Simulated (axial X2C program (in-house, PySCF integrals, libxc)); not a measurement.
InS⁺ at several levels of theory

Calculated with an in-house relativistic program for diatomic molecules. Spin-free means the one-electron spin-free X2C Hamiltonian; two-component (2c) means X2C with spin–orbit coupling and atomic mean-field two-electron Coulomb and Gaunt terms, so the difference of the two also holds small scalar two-electron terms. Basis: In dyall-cv3z [11s12p9d4f1g], S dyall-av3z [9s8p3d2f] (cores contracted in-house); Gaussian nuclei, density fitting, unrestricted open shells. Masses: In 114.904 u, S 31.972 u.

Input:
```json
{
 "zs": [
  49,
  16
 ],
 "q": 1,
 "bas": [
  "dyall-cv3z",
  "dyall-av3z"
 ],
 "levels": [
  "PBE0",
  "HF",
  "B3LYP"
 ],
 "cc": true,
 "r0": 2.3,
 "thr": -1.0,
 "nmax": 90,
 "npts": 10,
 "nst": 2,
 "ntry": 6
}
```
```bash
python so2c.py task.json out
```

Keys: zs atomic numbers; q charge; bas basis sets; levels methods; cc coupled cluster on or off; r0 starting distance in Å; thr threshold in hartree for freezing inner shells (an s shell follows its p shell); nmax most natural virtual spinors; npts points on the curve; nst determinants followed; ntry starts of the search. HF also brings MP2.

State, spin-free: M_S = 1, Λ = 1 (beyond evenly filled blocks: σα, π+α, π+β, π-α); electrons by block: σα: 15, σβ: 14, π+α: 7, π+β: 7, π-α: 7, π-β: 6, δ+α: 2, δ+β: 2, δ-α: 2, δ-β: 2. Fragments: In+ + S.

State, 2c: Ω = 2 (⟨Sz⟩ = 1.00, ⟨Lz⟩ = 1.00 at PBE0); electrons by block: 1/2: 22, -1/2: 21, 3/2: 9, -3/2: 8, 5/2: 2, -5/2: 2. Fragments: In+ + S.

```csv
Hamiltonian,level,Re (Å),ωe (cm⁻¹),De (eV),D0 (eV),k (mdyn/Å),μ (D)
spin-free,PBE0,2.519,200.5,0.283,0.271,0.592,-1.05
spin-free,CCSD(T),2.579,153.0,0.190,0.181,0.345,n/a
spin-free,B3LYP,2.622,152.6,0.208,0.199,0.343,-0.91
2c,PBE0,2.514,202.7,0.315,0.302,0.606,-1.03
2c,CCSD(T),2.575,155.4,0.194,0.185,0.356,n/a
2c,B3LYP,2.616,154.8,0.238,0.229,0.353,-0.90
```

Correlated methods: 8 electrons correlated (number of frozen shells: In 4 s, 3 p, 2 d; S 2 s, 1 p), 260 virtual spin orbitals or spinors in MP2, 90 natural virtuals in coupled cluster.

Dipoles are positive if S is the positive end and refer to the centre of mass.

De is counted from the lowest determinant-based energies of the atoms at the same level, without counterpoise correction. Density functionals use the spin component along the axis (collinear). CCSD and (T) use frozen natural virtuals with an MP2 correction for the truncation; (T) itself is uncorrected, so its De runs slightly low. The 2c atoms are single determinants rather than J levels; their spin–orbit lowering is only partly caught, and De is too large by that part. This holds for PBE0, B3LYP. The functionals have no current-density term, which raises determinants with orbital currents, atoms included. The atomic limit has a lower orbital projection than the molecule and lies lower at mean-field level, so De may be about a tenth of an eV too small. The state is one determinant with fixed occupations, lowest in a PBE0 search at one distance only: followed along the bond, the 2c determinant Ω = 1 reaches 0.20 eV lower at PBE0, so the state shown is not the lowest. With several unpaired electrons one determinant need not be a pure state. Open-shell Ω = 0 determinants with evenly filled partner blocks cannot be reached by this program, so the Ω shown need not be the lowest component. With the outer-core shells frozen, correlated bond lengths of heavy atoms tend to come out a few hundredths of an ångström too long.

No reliable constants came from CCSD (2c), CCSD (spin-free), HF (2c), HF (spin-free), MP2 (2c), MP2 (spin-free): no minimum in range, unconverged points, a curve that is not smooth, a change of character along it, or the two Hamiltonians disagreeing along it.

Rough cost a point (2c) on 1 thread(s) of a shared host, integrals apart: PBE0 1.6 s, CCSD(T) 4 s, B3LYP 1.8 s.

The whole task took 3.3 min on 1 thread of Arm Neoverse V1, with other jobs on the host.
